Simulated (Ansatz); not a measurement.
```yaml
crystal:
  periodic: [false, false, false]
  atoms:
    - {symbol: C, position_ang: [-0.888494, 0.614447, 0.078731]}
    - {symbol: C, position_ang: [-0.039472, 0.185060, -0.124894]}
    - {symbol: C, position_ang: [0.974705, 0.138556, 1.036597]}
    - {symbol: C, position_ang: [0.222304, -0.926533, -1.472818]}
    - {symbol: I, position_ang: [0.921708, 1.850533, -1.343697]}
    - {symbol: H, position_ang: [-1.348211, 1.260747, 0.972473]}
    - {symbol: H, position_ang: [-1.974003, 0.508723, -0.429166]}
    - {symbol: H, position_ang: [-1.782225, -0.394602, 1.024617]}
    - {symbol: H, position_ang: [0.539797, 0.945377, 1.641747]}
    - {symbol: H, position_ang: [1.862853, -0.068464, 0.780018]}
    - {symbol: H, position_ang: [0.542889, -0.689053, 1.755746]}
    - {symbol: H, position_ang: [-0.214442, -1.971522, -0.549059]}
    - {symbol: H, position_ang: [0.899892, -0.957634, -1.485982]}
    - {symbol: H, position_ang: [-0.325810, -0.800614, -1.643801]}
basis:
  gaussian: {orbitals: ANO-RCC-VTZP, fitting: {mean_field: cc-pVTZ-jkfit}}
hamiltonian: {xc: {name: B97M-V}}
relax: {f_tol: 0.0001, max_steps: 3}
output: {forces: true}
```

```sh
$ ansatz run in.yaml --threads 2 --pin off --events-out ev --progress --plain --max-ram 22528MiB --backend cuda --devices 0, --max-vram 18GiB
```

(1) How does Ansatz answer? (An estimate is asked.)

Results:

(1) The calculation gave: The program refused the input.
```
Functional definition: B97M-V
Error: <dir> the basis set cc-pVTZ-JKFIT has no functions for I
```
